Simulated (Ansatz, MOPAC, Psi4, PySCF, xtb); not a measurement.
Complex: HF (SMILES F) (first 2 atoms) with HBr (SMILES Br); geometry from B3LYP-D3(BJ)/def2-TZVP.
(charge 0, multiplicity 1):
| atom | x (Å) | y (Å) | z (Å) |
|---|---|---|---|
| F | -0.3622 | 0.1354 | 0.3694 |
| H | -0.2203 | -0.7743 | 0.2652 |
| Br | -0.0421 | 0.9218 | 3.7399 |
| H | -0.2140 | 0.8103 | 2.3247 |

```
level                                  interaction energy (kcal/mol)  minus CCSD(T)/CBS(aug-cc-pVTZ, aug-cc-pVQZ)  cost
-------------------------------------  -----------------------------  -------------------------------------------  ----
PM7                                                             1.78                                         4.11     -
GFN1-xTB                                                       -1.30                                         1.04     -
GFN2-xTB                                                       -3.34                                        -1.00     -
HF/6-31G*                                                      -1.62                                         0.71     -
HF/6-31G* (no counterpoise)                                    -2.86                                        -0.52     -
HF/aug-cc-pVDZ                                                 -1.22                                         1.12     -
HF/aug-cc-pVTZ                                                 -1.06                                         1.28     -
HF/aug-cc-pVQZ                                                 -1.08                                         1.26     -
SVWN5/def2-TZVPPD                                              -4.36                                        -2.02  ×0.9
BLYP/def2-TZVPPD                                               -1.39                                         0.95    ×1
BLYP-D4/def2-TZVPPD                                            -2.08                                         0.25    ×1
revPBE-D4/def2-TZVPPD                                          -1.89                                         0.45  ×0.9
r2SCAN-D3(BJ)/def2-TZVPPD                                      -2.61                                        -0.27    ×2
r2SCAN-D4/def2-TZVPPD                                          -2.58                                        -0.25    ×2
B3LYP/6-31G* (no counterpoise)                                 -4.92                                        -2.58     -
B3LYP/def2-TZVPPD                                              -1.75                                         0.59    ×1
B3LYP-D3(BJ)/def2-TZVPPD                                       -2.34                                         0.00    ×1
B3LYP-D4/def2-TZVPPD                                           -2.28                                         0.05    ×1
PBE0-D3(BJ)/def2-TZVPPD                                        -2.52                                        -0.19    ×1
PBE0-D4/def2-TZVPPD                                            -2.50                                        -0.16    ×1
BHLYP/def2-TZVPPD                                              -2.10                                         0.24    ×1
M06-2X/6-31G* (no counterpoise)                                -4.83                                        -2.49     -
M06-2X/def2-TZVPPD                                             -2.26                                         0.08     -
CAM-B3LYP/def2-TZVPPD                                          -2.29                                         0.05    ×2
CAM-B3LYP-D4/def2-TZVPPD                                       -2.61                                        -0.27    ×2
wB97M-V/def2-TZVPPD                                            -2.27                                         0.07    ×3
B2PLYP-D3(BJ)/def2-TZVPPD                                      -2.24                                         0.10    ×2
B2PLYP-D4/def2-TZVPPD                                          -2.21                                         0.13    ×2
MP2/aug-cc-pVDZ                                                -2.03                                         0.31     -
MP2/aug-cc-pVTZ                                                -2.19                                         0.15     -
MP2/aug-cc-pVQZ                                                -2.33                                         0.01     -
MP2/CBS(aug-cc-pVTZ, aug-cc-pVQZ)                              -2.42                                        -0.08     -
SCS-MP2/aug-cc-pVTZ                                            -1.76                                         0.58     -
SCS-MP2/aug-cc-pVQZ                                            -1.90                                         0.44     -
CCSD/aug-cc-pVDZ                                               -1.70                                         0.64     -
CCSD/aug-cc-pVTZ                                               -1.86                                         0.48     -
CCSD(T)/aug-cc-pVDZ                                            -1.84                                         0.50    ×2
CCSD(T)/aug-cc-pVTZ                                            -2.06                                         0.27   ×10
CCSD(T)/CBS(aug-cc-pVTZ, aug-cc-pVQZ)                          -2.34                                         0.00  ×70*
SAPT0/aug-cc-pVDZ                                              -2.59                                        -0.25     -
```

 The comparison column counts from a level with limits of its own.

The rows run from -4.92 (B3LYP/6-31G* (no counterpoise)) to 1.78 kcal/mol (PM7). In aug-cc-pVTZ the value moves HF -1.06, MP2 -2.19, CCSD -1.86, CCSD(T) -2.06, a shift of -1.00 from HF to CCSD(T). From aug-cc-pVDZ to aug-cc-pVQZ MP2 changes by -0.30. The dispersion term adds -0.69 in BLYP-D4, -0.59 in B3LYP-D3(BJ), -0.54 in B3LYP-D4. The 7 functionals in def2-TZVPPD without D3 or D4 span 2.96, from SVWN5 to BLYP.

Counterpoise-corrected where a basis set is named; no monomer relaxation. Rows marked so take none.

Cores are frozen in the correlated methods. Filled d and f shells under p-block atoms count as core. CBS(a, b) extrapolates the correlation energy as X⁻³ and adds the Hartree–Fock energy of set b. Rows in 6-31G* carry no dispersion term and start afresh at each structure (6-31G* with six Cartesian d functions); the Pople sets are all-electron and without relativity. The state that PM7 reach isn't checked; PM7 holds dispersion and hydrogen-bond terms.

Programs: Ansatz (a program for electronic structure) with Gaussian orbitals; MOPAC for PM7 (differences of heats of formation); Psi4 for SAPT; PySCF for 6-31G* rows, M06-2X, the dispersion terms; xtb for the GFN methods. 

Costs are rough ratios of core time to PBE/def2-TZVPPD (about 4 s over the structures, on one shared machine); a dash marks a level with no comparable run of its own. A star marks coupled-cluster runs past 200 virtual orbitals, where the program's memory plan changes under this machine's limit, so their costs aren't comparable with smaller runs.
